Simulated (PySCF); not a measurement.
## Dipole response of Pb (lead, neutral)

[Xe] 4f14 5d10 6s2 6p2, high-spin 3P determinant. All numbers are calculated (PySCF 2.14, a scalar-relativistic core potential, in def2-QZVPPD with the def2 core potential (60 electrons) (8s6p5d4f1g, 88 functions)). Coupled (time-dependent) response in atomic units; α is the mean over directions.

```csv
method,mean α (bohr³),"α xx, yy, zz",C₆ (like pair),S(−4)
UHF,62.81,"47.13, 70.65, 70.65",744.6,1518
PBE,69.07,"49.49, 78.85, 78.85",805.9,2223
PBE0,64.98,"47.41, 73.77, 73.77",757.7,1815
```

S(−4) is the Cauchy moment in α(ω) = α(0) + S(−4) ω² + …

Reference α: 47 ± 3 bohr³ (recommended; Schwerdtfeger and Nagle, table of static dipole polarizabilities (2023 update)). Published C₆: 534.0 (Gould and Bucko (2016)).

Spin-orbit coupling is absent.

α(iu) at PBE:

| u (hartree) | α(iu) (bohr³) |
| --- | --- |
| 0 | 69.07 |
| 0.0500 | 64.11 |
| 0.100 | 53.85 |
| 0.200 | 35.97 |
| 0.300 | 25.24 |
| 0.500 | 14.71 |
| 0.750 | 9.210 |
| 1.00 | 6.557 |
| 1.50 | 4.017 |
| 2.00 | 2.785 |
| 3.00 | 1.586 |
| 5.00 | 0.7099 |

A single London oscillator, α(iu) = α/(1 + u²/ω²), gives C₆ = (3/4) ω α². Matching the computed C₆ needs ω = 4 × 805.9 / (3 × 69.07²) = 0.225 hartree.

The components differ because the open shell of this determinant is not spherical; for a pure term their mean is the scalar polarisability.

Energies and moments cover only the electrons outside the core potential. Spin-orbit coupling is strong in this species (close to jj coupling), so the high-spin LS determinant is a model state, not a physical level.
